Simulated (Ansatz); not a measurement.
Consider the ligand exchange at the Si–S bond: `F[SiH2][S][AlH2]` + HI → `F[SiH2]I` + `[AlH2][SH]`.

Gas-phase electronic energies from Ansatz, PBE0-D4/def2-TZVP geometries. CCSD(T)/CBS adds triple-zeta CCSD(T) − MP2 to the extrapolated MP2 energy (def2 sets, frozen cores). This one scheme is used for every species. Functionals use def2-TZVPP. HSE06 is defined as in plane-wave codes. Elements past krypton have def2 core potentials. For I outer-core shells are correlated without core-valence functions, which leaves a few kJ/mol of doubt a bond. One conformer a species, not always the lowest.

`F[SiH2][S][AlH2]`:

Cartesian coordinates in Å:
```
F 2.059 0.234 -0.691
Si 1.259 -0.164 0.635
S -0.417 1.103 0.898
Al -1.687 0.297 -0.693
H 0.864 -1.582 0.489
H 2.162 0.045 1.788
H -1.179 -0.964 -1.496
H -3.061 1.032 -0.930
```

HI:

Z-matrix (Å, degrees):
```
I
H 1 1.610
```

`F[SiH2]I`:

```xyz
5

F    -1.422    0.242   -0.761
Si   -0.033    0.187    0.017
I     0.778   -2.094    0.046
H    -0.261    0.633    1.406
H     0.938    1.032   -0.707
```

`[AlH2][SH]`:

```xyz
5

Al    0.571    0.293    0.111
S    -1.474    0.121   -0.628
H     1.298    1.672   -0.139
H     1.223   -0.944    0.848
H    -1.618   -1.143   -0.193
```

```csv
level,ΔE (kJ/mol),difference from CCSD(T)/CBS
LDA (SPW92),-11.3,4.0
revPBE-D4,-11.7,3.6
r2SCAN-D4,-13.6,1.7
B97M-V,-8.5,6.8
HSE06-D4,-14.1,1.2
PBE-QIDH,-14.7,0.6
BLYP,-18.5,-3.2
PBE0,-16.1,-0.8
BHLYP,-17.5,-2.2
CAM-B3LYP,-15.3,0.0
LC-ωPBE,-13.0,2.3
CCSD(T)/def2-SVP,-9.7,5.6
MP2/def2-TZVPP,-14.0,1.3
CCSD(T)/def2-TZVPP,-10.9,4.4
HF/def2-QZVPP,-21.0,-5.7
MP2/CBS(def2),-18.5,-3.2
CCSD(T)/CBS,-15.3,0
```

What do rigid-rotor, harmonic-oscillator terms from PBE0-D4/def2-TZVP frequencies (298.15 K, 1 bar) make of the CCSD(T)/CBS value? (Estimate.)

Ansatz gave: ΔZPE = +4.6 kJ/mol, ΔH = -13.2 kJ/mol, ΔS = 14 J/(mol·K), ΔG = -17.3 kJ/mol. Modes under 50 cm⁻¹ make the entropy rough.

Largest T1 diagnostic among the species: 0.012.

The D4 term adds +4.2 kJ/mol with B3LYP and +2.3 kJ/mol with PBE0; it sums over pairs of atoms, weighted by their polarisabilities, and B3LYP, whose exchange is more repulsive, gets the larger term. In def2-TZVPP, CCSD(T) changes the Hartree–Fock value by +9.7 kJ/mol (the triples alone add +1.3 kJ/mol) and MP2 by +6.6 kJ/mol. Leaving LDA and LC-ωPBE aside and taking each functional with its dispersion term where it has one, the values, not all of them listed here, spread over 7.4 kJ/mol, from B2PLYP to B97M-V. LDA lies +4.8 kJ/mol from PBE without D4.

B3LYP here is the variant with VWN-RPA as its local correlation; programs differ in this.
